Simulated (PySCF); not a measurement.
PySCF 2.14 output of an unrestricted PBE calculation on a single atom or ion in aug-cc-pwCVTZ-X2C, with scalar relativity by spin-free X2C-1e:

```
SCF conv_tol = 1e-09
number electrons alpha = 28  beta = 27
    J. P. Perdew, K. Burke, and M. Ernzerhof.,  Phys. Rev. Lett. 77, 3865 (1996)
    J. P. Perdew, K. Burke, and M. Ernzerhof.,  Phys. Rev. Lett. 78, 1396 (1997)
    J. P. Perdew, K. Burke, and M. Ernzerhof.,  Phys. Rev. Lett. 77, 3865 (1996)
    J. P. Perdew, K. Burke, and M. Ernzerhof.,  Phys. Rev. Lett. 78, 1396 (1997)
cycle= 1 E= -7785.64250282206  delta_E= -0.00784  |g|= 0.0498  |ddm|= 3.56
cycle= 2 E= -7785.64258553256  delta_E= -8.27e-05  |g|= 0.0598  |ddm|=  2.6
cycle= 3 E= -7785.6448973246  delta_E= -0.00231  |g|= 0.00439  |ddm|= 0.902
cycle= 4 E= -7785.64491720876  delta_E= -1.99e-05  |g|= 0.00053  |ddm|= 0.14
cycle= 5 E= -7785.64491767051  delta_E= -4.62e-07  |g|= 6.66e-05  |ddm|= 0.0264
cycle= 6 E= -7785.64491767945  delta_E= -8.94e-09  |g|= 9.6e-06  |ddm|= 0.00168
cycle= 7 E= -7785.64491767974  delta_E= -2.91e-10  |g|= 1.14e-06  |ddm|= 0.000271
converged SCF energy = -7785.64491767974  <S^2> = 0.75030969  2S+1 = 2.0003097
```

The run itself started from symmetry-adapted Hartree-Fock orbitals and held the occupation by maximum overlap, on a logarithmic radial grid, so the iterations belong to that start.

**Question.** Which element, charge and spin multiplicity is this?

**Answer.** Cs (caesium, neutral), multiplicity 2; the state was [Xe] 5d1, 2D determinant (an excited configuration).

Spin-orbit coupling, absent here, splits the open shell strongly.
